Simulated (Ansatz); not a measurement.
V₂S₄, relaxed as a singlet with RKS PBE0-D4/def2-SVP in Ansatz, starting from the GFN1-xTB geometry. Force threshold 0.02 eV/Å.

The relaxation made no stability test and no search for a lower SCF solution. No other spin state of charge 0 was run. The structure comes from a short search, and lower isomers may exist.

Start:

```tsv
atom	x (Å)	y (Å)	z (Å)
V1	-0.0302	1.7269	0.3572
V2	-1.5455	-0.6047	-0.5844
S3	0.0943	-2.0683	-0.1879
S4	1.7846	0.5425	0.9048
S5	1.8353	-1.0463	-0.3481
S6	-2.1384	1.4499	-0.1416
```

```json
{"step": "1", "energy (eV)": "-94668.6086", "largest force component (eV/Å)": "1.466", "SCF passes": "134"}
{"step": "2", "energy (eV)": "-94668.9977", "largest force component (eV/Å)": "0.950", "SCF passes": "103"}
{"step": "3", "energy (eV)": "-94669.3328", "largest force component (eV/Å)": "0.811", "SCF passes": "94"}
{"step": "4", "energy (eV)": "-94669.8985", "largest force component (eV/Å)": "2.791", "SCF passes": "93"}
{"step": "5", "energy (eV)": "-94670.9201", "largest force component (eV/Å)": "0.791", "SCF passes": "50"}
{"step": "6", "energy (eV)": "-94670.9903", "largest force component (eV/Å)": "0.792", "SCF passes": "36"}
{"step": "7", "energy (eV)": "-94671.1048", "largest force component (eV/Å)": "0.933", "SCF passes": "44"}
{"step": "8", "energy (eV)": "-94671.2644", "largest force component (eV/Å)": "0.791", "SCF passes": "44"}
{"step": "9", "energy (eV)": "-94671.5312", "largest force component (eV/Å)": "1.216", "SCF passes": "42"}
{"step": "10", "energy (eV)": "-94671.6728", "largest force component (eV/Å)": "0.906", "SCF passes": "39"}
{"step": "11", "energy (eV)": "-94672.0258", "largest force component (eV/Å)": "0.876", "SCF passes": "36"}
{"step": "12", "energy (eV)": "-94672.3136", "largest force component (eV/Å)": "0.622", "SCF passes": "36"}
{"step": "13", "energy (eV)": "-94672.4999", "largest force component (eV/Å)": "0.646", "SCF passes": "35"}
{"step": "14", "energy (eV)": "-94672.6727", "largest force component (eV/Å)": "0.309", "SCF passes": "36"}
{"step": "15", "energy (eV)": "-94672.6972", "largest force component (eV/Å)": "0.393", "SCF passes": "36"}
{"step": "16", "energy (eV)": "-94672.7220", "largest force component (eV/Å)": "0.142", "SCF passes": "31"}
{"step": "17", "energy (eV)": "-94672.7251", "largest force component (eV/Å)": "0.082", "SCF passes": "31"}
{"step": "18", "energy (eV)": "-94672.7259", "largest force component (eV/Å)": "0.050", "SCF passes": "30"}
{"step": "19", "energy (eV)": "-94672.7260", "largest force component (eV/Å)": "0.007", "SCF passes": "21"}
```

Force components are those of the run's own axes.

End:

Cartesian coordinates in Å:
```
V -0.1393 0.6644 -0.6635
V -0.9576 -0.0715 0.7388
S 0.0020 -1.7330 -0.7454
S 1.3485 0.5091 1.2171
S 1.9256 -0.8995 -0.2937
S -2.1792 1.5305 -0.2534
```

Bonds formed: V1–S3, V1–S5, V2–S4 (atoms count from 1). The end is the same structure that another start reached, the lowest one found.

No frequencies were taken in this run, so the end may be a saddle point.

Hardware: 4 threads of AMD EPYC 9R45 on a shared host. Wall time 30 s.
